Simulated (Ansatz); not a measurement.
`CB(C)C=O` + `N[SiH3]` → `CB(C)N[SiH3]` + `C=O` at 700 K and 1 bar (ligand exchange at a B–C bond).

Program: Ansatz. Geometries: PBE0-D4/def2-TZVP. ΔE: electronic, gas phase. CCSD(T)/CBS is the MP2 limit (def2-TZVPP, def2-QZVPP) plus CCSD(T) − MP2 in def2-TZVPP, frozen cores. This one scheme is used for every species. Each species was taken in one conformer, which may not be the lowest.

| species | CCSD(T)/CBS energy (Eh) | H − E (kJ/mol) | S (J/(mol·K)) |
| --- | --- | --- | --- |
| `CB(C)C=O` | -218.32562 | 329.1 | 475.4 |
| `N[SiH3]` | -346.80422 | 180.7 | 336.3 |
| `CB(C)N[SiH3]` | -450.78486 | 413.3 | 525.3 |
| `C=O` | -114.39408 | 97.4 | 254.3 |

H − E and S are ideal-gas, rigid-rotor, harmonic terms from PBE0-D4/def2-TZVP, for one conformer and one mirror image of each species. 1 Eh = 2625.50 kJ/mol, R = 8.31446 J/(mol·K).

Task: By hand: ΔE, ΔH, ΔS and ΔG.

Result: ΔE = (-450.78486) + (-114.39408) − (-218.32562) − (-346.80422) = -0.04910 Eh = -128.9 kJ/mol. Δ(H − E) = 413.3 + 97.4 − 329.1 − 180.7 = 0.9, so ΔH = -128.0 kJ/mol. ΔS = 525.3 + 254.3 − 475.4 − 336.3 = -32.1 J/(mol·K). ΔG = -128.0 − 700 × (-32.1)/1000 = -105.5 kJ/mol.

Task: By hand: the equilibrium constant, and the temperature at which ΔG would vanish if ΔH and ΔS stayed fixed.

Result: log₁₀ K = −ΔG/(RT ln 10) = 7.9. ΔG = 0 at ΔH/ΔS = 3988 K, far beyond where these terms or the molecules hold.

ΔH outweighs TΔS. A doubt of 5 kJ/mol in ΔE shifts log₁₀ K by 0.4 here. Other conformers and mirror images would add mixing entropy, several J/(mol·K) or more a flexible species. Modes under 60 cm⁻¹, often nearly free rotors, make the harmonic entropy too high. These are equilibria of isolated gas molecules and say nothing of rates. Largest T1 diagnostic: 0.015 (customary marks: 0.02 for closed shells, 0.045 for open ones).
